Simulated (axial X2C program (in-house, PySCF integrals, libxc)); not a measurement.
Correcting the dissociation energy of SnI⁺ for spin–orbit coupling

A spin-free CCSD(T) curve (one-electron X2C) was computed with an in-house relativistic program for diatomic molecules, basis I dyall-cv3z [11s12p8d4f1g], Sn dyall-cv3z [11s12p9d4f1g] (cores contracted in-house), for the state M_S = 0, Λ = 0 (closed shell). It gives D0 = 3.299 eV to I + Sn+, which in a spin-free picture are the weighted means of the ground terms.

Correlated methods: 10 electrons correlated (number of frozen shells: I 4 s, 3 p, 2 d; Sn 4 s, 3 p, 2 d), 308 virtual spin orbitals or spinors in MP2, 90 natural virtuals in coupled cluster.

Measured levels of the ground terms (NIST Handbook of Basic Atomic Spectroscopic Data), in cm⁻¹: I 2P: J = 3/2 at 0, J = 1/2 at 7603.1; Sn+ 2P: J = 1/2 at 0, J = 3/2 at 4251.5.

The molecular state has Λ = 0, so it has no first-order lowering.

Problem. How far does each ground level lie under the (2J+1)-weighted mean of its term?

Solution. I: (4 × 0 + 2 × 7603.1)/6 = 2534 cm⁻¹; Sn+: (2 × 0 + 4 × 4251.5)/6 = 2834 cm⁻¹.

Problem. Correct D0.

Solution. D0 = 3.299 + (0 − 5368)/8065.5 = 2.633 eV at CCSD(T) with these spin–orbit terms.

Second-order spin–orbit effects in the molecule, which grow quickly with Z, are left out. Occupations by symmetry block were frozen at the best pattern of an incomplete PBE0 search. De is counted from the lowest determinant-based energies of the atoms at the same level, without counterpoise correction. Coupled cluster ran in a truncated set of natural virtual spinors; the MP2 energy of the rest was added. (T) has no such correction and the atoms are truncated less, which lowers De at CCSD(T) by a hundredth of an eV or more. With the outer-core shells frozen, correlated bond lengths of heavy atoms tend to come out a few hundredths of an ångström too long.
